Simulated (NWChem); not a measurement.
System: C2H7NOSi2; SMILES O[Si@H]1CC([SiH3])=N1

```xyz
13

O      0.3153     2.8223    -0.5724
Si    -0.0184     1.5033     0.3745
C     -1.2573     0.1558    -0.1508
C      0.0254    -0.6864     0.0239
Si     0.1332    -2.5869    -0.0869
N      1.0573     0.0641     0.2795
H      0.5471     2.6578    -1.4975
H     -0.1636     2.0661     1.7371
H     -1.6136     0.1700    -1.1876
H     -2.0953    -0.1204     0.4997
H     -0.7761    -3.1796     0.9327
H     -0.3400    -3.0255    -1.4295
H      1.5236    -3.0487     0.1382
```
Atoms are numbered in this order, from 1.

Level: B3LYP/6-31G* (spherical d) (NWChem), optimised geometry, unscaled harmonic frequencies. 

```
frequency (cm⁻¹)  IR intensity (km/mol)
----------------  ---------------------
64                                  0.7
82                                  0.9
166                                 2.3
230                                32.7
264                                 9.2
333                                94.2
366                                 1.6
404                                26.0
570                                 7.6
621                                45.2
642                                59.3
684                                28.6
734                                47.7
776                                25.8
833                               137.5
874                                 9.3
901                               669.0
922                                11.6
944                                29.1
950                                53.5
953                                86.7
1026                               39.5
1064                               23.7
1157                               32.8
1463                               19.8
1562                               41.3
2238                              112.6
2244                              134.9
2282                              171.6
2285                              120.1
3066                                8.4
3113                                5.9
3800                               76.0
```

```yaml
zero_point_energy: 53.7 kcal/mol
thermal correction to the enthalpy at 298.15 K (with zero-point energy): 59.5 kcal/mol
heat capacity Cv: 29.7 cal/(mol K)
entropy at 298.15 K and 1 atm (symmetry number 1): 88.9 cal/(mol K)
dipole_moment: 2.41 D
```

Rigid rotor and harmonic oscillator; modes under 100 cm⁻¹ make the entropy uncertain.
